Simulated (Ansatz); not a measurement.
Born–Oppenheimer molecular dynamics of ClH5HfO4 (11 atoms, charge 0, multiplicity 1). It starts at the highest image of a converged band, a first-order saddle point between two minima.

Level of theory: Ansatz 0.2.0, RKS B3LYP-D4/def2-SVP.

```
ensemble                      : NVE (velocity Verlet)
time step                     : 0.5 fs
steps asked                   : 200
starting velocities drawn for : 300 K
seed                          : 10577
```

Frames 2.5 fs apart, positions in Å, forces in eV/Å.

Velocities at 50 fs (Å/ps):

```
Hf -0.57 -0.56 0.58
Cl 0.08 0.69 -3.95
O -5.18 5.10 0.32
H 1.38 -1.62 34.56
O 1.50 -1.27 2.35
H -2.82 -2.53 -17.65
O 2.35 0.17 -3.84
H -14.85 -8.03 2.71
O 6.29 1.61 5.44
H 11.37 -12.21 -25.67
H 24.22 11.14 -24.93
```

```xyz
11
Properties=species:S:1:pos:R:3:forces:R:3 time_fs=50 energy_less_start_eV=-0.031 T=327
Hf 0.286 0.128 -0.077 -0.59 0.19 1.36
Cl -0.984 0.963 2.437 0.00 -0.24 -0.31
O 1.712 0.028 -1.375 0.85 0.47 -1.09
H 2.280 0.293 -2.131 -0.71 -0.41 0.87
O -1.052 1.325 -0.786 -0.24 0.21 -0.33
H -1.928 1.540 -0.434 0.21 0.00 -0.08
O -0.468 -1.604 0.238 0.20 -0.26 -0.18
H -0.885 -2.437 0.458 -0.04 0.02 0.01
O 1.531 0.971 1.513 0.30 -0.04 -0.27
H 2.270 1.608 1.483 -0.45 -0.26 0.24
H 0.703 1.102 2.216 0.48 0.33 -0.22
11
Properties=species:S:1:pos:R:3:forces:R:3 time_fs=52.5 energy_less_start_eV=0.019 T=285
Hf 0.284 0.127 -0.075 -1.01 0.19 1.66
Cl -0.984 0.964 2.427 0.01 -0.28 -0.47
O 1.699 0.041 -1.374 -1.01 -0.39 1.35
H 2.283 0.286 -2.045 1.40 0.47 -1.71
O -1.048 1.322 -0.781 0.16 0.15 -0.59
H -1.933 1.534 -0.478 -0.21 0.10 0.10
O -0.462 -1.605 0.228 -0.34 -1.32 0.07
H -0.915 -2.441 0.461 0.48 0.98 -0.25
O 1.548 0.975 1.526 0.78 -0.96 -1.42
H 2.290 1.576 1.428 0.11 0.39 0.37
H 0.772 1.143 2.156 -0.37 0.67 0.89
11
Properties=species:S:1:pos:R:3:forces:R:3 time_fs=55 energy_less_start_eV=-0.038 T=333
Hf 0.282 0.125 -0.073 -1.26 0.23 2.03
Cl -0.984 0.965 2.416 0.10 -0.24 -0.54
O 1.684 0.053 -1.371 0.97 0.28 -0.71
H 2.345 0.296 -2.032 -0.31 -0.22 0.18
O -1.044 1.320 -0.778 -0.14 0.26 -0.61
H -1.947 1.534 -0.518 0.04 0.04 0.05
O -0.457 -1.610 0.219 0.45 0.09 -0.34
H -0.924 -2.399 0.453 -0.34 -0.49 0.16
O 1.567 0.975 1.533 0.96 -0.96 -1.54
H 2.313 1.563 1.394 0.15 0.41 0.32
H 0.822 1.223 2.146 -0.62 0.60 0.99
11
Properties=species:S:1:pos:R:3:forces:R:3 time_fs=57.5 energy_less_start_eV=-0.030 T=327
Hf 0.280 0.124 -0.070 -1.19 0.39 2.29
Cl -0.984 0.966 2.404 0.28 -0.14 -0.50
O 1.673 0.066 -1.369 2.19 0.56 -1.74
H 2.394 0.297 -2.017 -1.39 -0.53 1.11
O -1.041 1.318 -0.777 -0.49 0.37 -0.59
H -1.958 1.536 -0.555 0.32 -0.03 -0.01
O -0.451 -1.616 0.208 0.47 0.08 -0.36
H -0.950 -2.380 0.452 -0.41 -0.58 0.19
O 1.590 0.972 1.535 0.09 0.47 -0.20
H 2.342 1.572 1.379 -0.30 -0.14 0.25
H 0.842 1.333 2.187 0.44 -0.46 -0.44
11
Properties=species:S:1:pos:R:3:forces:R:3 time_fs=60 energy_less_start_eV=0.004 T=298
Hf 0.277 0.123 -0.066 -1.11 0.54 2.31
Cl -0.983 0.967 2.392 0.39 -0.09 -0.52
O 1.669 0.081 -1.373 -0.22 -0.13 0.41
H 2.378 0.271 -1.951 0.98 0.16 -0.96
O -1.039 1.319 -0.779 -0.05 0.24 -0.70
H -1.954 1.537 -0.591 -0.12 0.08 0.10
O -0.443 -1.621 0.196 -0.56 -1.41 0.13
H -0.994 -2.386 0.459 0.59 0.86 -0.29
O 1.613 0.970 1.536 -0.57 1.15 0.55
H 2.358 1.575 1.379 -0.07 -0.16 0.06
H 0.884 1.417 2.205 0.76 -1.23 -1.10
11
Properties=species:S:1:pos:R:3:forces:R:3 time_fs=62.5 energy_less_start_eV=-0.088 T=375
Hf 0.274 0.122 -0.062 -1.30 0.58 2.22
Cl -0.981 0.967 2.378 0.37 -0.19 -0.64
O 1.664 0.096 -1.377 -0.06 -0.05 0.31
H 2.407 0.250 -1.931 0.76 0.07 -0.74
O -1.038 1.319 -0.783 0.09 0.15 -0.71
H -1.955 1.543 -0.622 -0.18 0.09 0.13
O -0.437 -1.631 0.184 -0.01 -0.61 -0.13
H -1.011 -2.353 0.454 0.07 0.12 -0.04
O 1.634 0.973 1.539 -0.21 0.52 0.01
H 2.370 1.571 1.382 0.42 0.12 -0.11
H 0.967 1.433 2.164 0.05 -0.81 -0.31
11
Properties=species:S:1:pos:R:3:forces:R:3 time_fs=65 energy_less_start_eV=-0.014 T=314
Hf 0.271 0.121 -0.056 -1.39 0.61 2.06
Cl -0.979 0.967 2.363 0.38 -0.30 -0.75
O 1.660 0.111 -1.379 2.25 0.32 -1.29
H 2.471 0.232 -1.948 -1.64 -0.31 0.99
O -1.036 1.321 -0.790 -0.31 0.19 -0.62
H -1.964 1.552 -0.645 0.29 -0.04 0.08
O -0.430 -1.644 0.172 0.84 0.43 -0.50
H -1.027 -2.314 0.448 -0.75 -0.83 0.34
O 1.655 0.977 1.541 2.12 -0.78 -2.05
H 2.404 1.571 1.380 0.11 -0.12 -0.05
H 1.045 1.410 2.115 -1.90 0.82 1.80
11
Properties=species:S:1:pos:R:3:forces:R:3 time_fs=67.5 energy_less_start_eV=-0.194 T=466
Hf 0.267 0.121 -0.050 -1.00 0.76 1.71
Cl -0.976 0.966 2.347 0.47 -0.28 -0.71
O 1.663 0.126 -1.386 0.47 0.05 0.04
H 2.457 0.199 -1.920 -0.15 -0.08 -0.05
O -1.036 1.323 -0.799 -0.05 0.04 -0.57
H -1.959 1.560 -0.663 0.09 0.01 0.10
O -0.422 -1.655 0.158 -0.37 -0.81 0.07
H -1.075 -2.311 0.456 0.45 0.48 -0.21
O 1.683 0.979 1.537 0.53 0.27 -0.64
H 2.443 1.565 1.375 -0.17 -0.20 0.04
H 1.032 1.417 2.149 -0.27 -0.25 0.22
11
Properties=species:S:1:pos:R:3:forces:R:3 time_fs=70 energy_less_start_eV=-0.135 T=418
Hf 0.262 0.120 -0.044 -0.50 0.87 1.29
Cl -0.973 0.965 2.330 0.59 -0.24 -0.62
O 1.668 0.142 -1.392 -1.73 -0.05 1.55
H 2.439 0.160 -1.898 1.71 -0.01 -1.27
O -1.035 1.326 -0.810 0.37 -0.16 -0.51
H -1.950 1.569 -0.675 -0.28 0.11 0.14
O -0.414 -1.669 0.144 -0.49 -0.73 0.16
H -1.103 -2.287 0.455 0.58 0.52 -0.27
O 1.712 0.981 1.531 -1.47 0.58 0.69
H 2.476 1.550 1.372 0.08 0.16 0.04
H 0.998 1.414 2.200 1.13 -1.04 -1.21
11
Properties=species:S:1:pos:R:3:forces:R:3 time_fs=72.5 energy_less_start_eV=-0.227 T=496
Hf 0.258 0.120 -0.037 -0.35 0.87 0.94
Cl -0.968 0.964 2.312 0.61 -0.32 -0.64
O 1.668 0.158 -1.393 1.04 -0.10 -0.25
H 2.493 0.121 -1.932 -1.26 0.01 0.72
O -1.033 1.328 -0.824 0.01 -0.13 -0.37
H -1.952 1.583 -0.679 0.15 -0.02 0.08
O -0.408 -1.686 0.131 0.88 0.60 -0.41
H -1.104 -2.239 0.441 -0.77 -0.65 0.33
O 1.737 0.986 1.526 -1.19 -0.06 0.16
H 2.512 1.542 1.373 -0.05 0.22 0.16
H 1.024 1.355 2.188 0.93 -0.42 -0.73
11
Properties=species:S:1:pos:R:3:forces:R:3 time_fs=75 energy_less_start_eV=-0.234 T=502
Hf 0.253 0.121 -0.030 -0.36 0.85 0.55
Cl -0.962 0.962 2.292 0.57 -0.42 -0.70
O 1.671 0.173 -1.395 0.79 -0.20 -0.03
H 2.489 0.082 -1.935 -1.19 0.09 0.70
O -1.032 1.329 -0.838 -0.03 -0.19 -0.27
H -1.947 1.596 -0.678 0.28 -0.07 0.06
O -0.399 -1.701 0.116 0.17 0.14 -0.06
H -1.139 -2.219 0.442 -0.02 -0.04 0.00
O 1.758 0.990 1.521 1.25 -1.23 -2.15
H 2.542 1.546 1.383 -0.40 0.07 0.29
H 1.096 1.275 2.142 -1.06 1.00 1.61
11
Properties=species:S:1:pos:R:3:forces:R:3 time_fs=77.5 energy_less_start_eV=-0.269 T=532
Hf 0.249 0.121 -0.022 -0.12 0.89 0.16
Cl -0.956 0.959 2.272 0.57 -0.43 -0.63
O 1.675 0.188 -1.396 -2.28 0.20 2.08
H 2.432 0.045 -1.907 1.69 -0.35 -1.22
O -1.030 1.330 -0.854 0.47 -0.41 -0.25
H -1.929 1.606 -0.673 -0.19 0.07 0.13
O -0.390 -1.715 0.102 -0.76 -0.32 0.38
H -1.175 -2.202 0.443 0.93 0.54 -0.41
O 1.783 0.990 1.510 -0.01 -1.08 -1.22
H 2.554 1.556 1.410 0.02 0.29 0.16
H 1.121 1.245 2.175 -0.31 0.60 0.82
```

Of the whole run (100 fs, mean temperature of the second half 468 K): The conserved energy stayed within 0.28 meV per atom of its start (net change 0.16 meV per atom), so the integration is sound. The kinetic energy rose, since the run started high on the potential surface and went downhill. A run of 0.1 ps of so small a system gives no equilibrium averages. The orbitals stay closed-shell, which can raise the energy where a bond breaks towards radicals; this wasn't checked here.

Time of the run: 7.7 min on 4 threads of Arm Neoverse V2 (shared host), peak memory 0.34 GiB.
